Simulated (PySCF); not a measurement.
Geometry (Å), atoms numbered from 1 in this order:
```xyz
16

C     2.511    0.092    0.286
Si    0.692    0.097    0.797
C    -0.395   -1.217   -0.063
C    -1.758   -0.564   -0.343
Si   -1.457    1.301   -0.614
O    -0.043    1.442    0.200
H     3.019    0.963    0.687
H     3.013   -0.789    0.671
H     2.633    0.105   -0.793
H     0.507    0.138    2.251
H     0.065   -1.502   -1.012
H    -0.519   -2.138    0.507
H    -2.399   -0.694    0.532
H    -2.266   -1.060   -1.170
H    -1.195    1.664   -2.004
H    -2.416    2.170    0.057
```

Geometry: GFN2-xTB; GIAO absolute shieldings from PySCF 2.14, gas phase, non-relativistic, averaged over equivalent atoms.

At PBE0/pcSseg-1 (166 basis functions, 26 s wall time on 1 thread of an Arm Neoverse V2, shared host):
| atoms | σ (ppm) |
| --- | --- |
| C3 | 175.3 |
| C4 | 177.1 |
| C1 | 186.8 |
| Si2 | 333.7 |
| Si5 | 354.4 |
| O6 | 289.2 |
| H10 | 26.58 |
| H16 | 26.58 |
| H15 | 26.70 |
| H12 | 30.58 |
| H14 | 30.58 |
| H13 | 30.63 |
| H11 | 30.98 |
| H7/H8/H9 | 31.44 |

Q: Predict the values at PBE0/IGLO-II on the same geometry.

A: 
```json
{"atoms": "C3", "σ at PBE0/IGLO-II": "177.3", "change": "+2.0"}
{"atoms": "C4", "σ at PBE0/IGLO-II": "179.1", "change": "+2.0"}
{"atoms": "C1", "σ at PBE0/IGLO-II": "189.4", "change": "+2.6"}
{"atoms": "Si2", "σ at PBE0/IGLO-II": "338.5", "change": "+4.8"}
{"atoms": "Si5", "σ at PBE0/IGLO-II": "359.1", "change": "+4.7"}
{"atoms": "O6", "σ at PBE0/IGLO-II": "278.0", "change": "-11.2"}
{"atoms": "H10", "σ at PBE0/IGLO-II": "26.58", "change": "+0.00"}
{"atoms": "H16", "σ at PBE0/IGLO-II": "26.58", "change": "+0.00"}
{"atoms": "H15", "σ at PBE0/IGLO-II": "26.69", "change": "-0.01"}
{"atoms": "H12", "σ at PBE0/IGLO-II": "30.93", "change": "+0.35"}
{"atoms": "H14", "σ at PBE0/IGLO-II": "30.94", "change": "+0.36"}
{"atoms": "H13", "σ at PBE0/IGLO-II": "31.03", "change": "+0.40"}
{"atoms": "H11", "σ at PBE0/IGLO-II": "31.34", "change": "+0.36"}
{"atoms": "H7/H8/H9", "σ at PBE0/IGLO-II": "31.91", "change": "+0.47"}
```

The largest change is at O6 (oxygen bonded to 2 Si, in a 5-membered ring). Cost: 218 basis functions, 45 s wall time on 1 thread of an Intel Xeon, shared host. The order of the carbon signals is the same at both levels.
